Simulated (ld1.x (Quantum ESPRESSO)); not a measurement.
# Building the PAW potential for platinum (PBE, scalar-relativistic).

platinum (Pt), PAW, made with ld1.x (Quantum ESPRESSO) 7.5 (PBE, scalar-relativistic). Core [Kr] 4d10 4f14, reference 5s2 5p6 5d9.5 6s0.5 6p0. Waves: 5s (bound): rcut 1.25, rcutus 1.40 bohr; 6s (bound): rcut 1.25, rcutus 1.40 bohr; 5p (bound): rcut 1.60, rcutus 1.85 bohr; 6p (bound, empty): rcut 1.60, rcutus 1.85 bohr; 5d (bound): rcut 1.45, rcutus 1.60 bohr; 5d channel at 1.85 Ry: rcut 1.45, rcutus 1.60 bohr; 5f channel at 0.4 Ry: rcut 1.70, rcutus 1.80 bohr; 5f channel at 2.25 Ry: rcut 1.70, rcutus 1.80 bohr. Local part: all-electron potential smoothed inside 1.70 bohr (lloc = -1). Core correction: a·sin(br)/r model core, default radius (ld1.x builds one for every PAW set, though the input has nlcc=.false.). Augmentation charge: BESSEL, radius 0.90 bohr.

All-electron outer shells of the reference configuration (PBE, scalar-relativistic, ld1.x):

```csv
shell,level (eV),outermost node (bohr),outermost maximum (bohr)
4d,-305.54,0.20,0.42
5s,-100.56,0.49,0.87
4f,-68.79,–,0.38
5p,-54.84,0.53,0.98
5d,-5.27,0.57,1.28
6s,-5.26,1.14,2.41
6p,-0.69,1.37,3.83
```

Question: Does the generator finish with these settings?

Answer: Yes, a potential is produced and its reference levels are reproduced.

Question: Is the overlap operator S = 1 + Σ q|β⟩⟨β| positive definite (Bessel basis up to 400 Ry)?

Answer: No: its lowest eigenvalue is -1.571, in the s channel, so the generalised eigenproblem breaks down once the basis is large enough.

Test run stopped at test 1 of 7 (negative rho).

The ghost test of this file was not conclusive. Its overlap operator is not positive definite in a basis up to 400 Ry (lowest eigenvalue s -1.57, p -0.42), so the file is unfit for use: the generalised eigenproblem breaks down once the basis is large enough, and its test numbers describe a broken file.
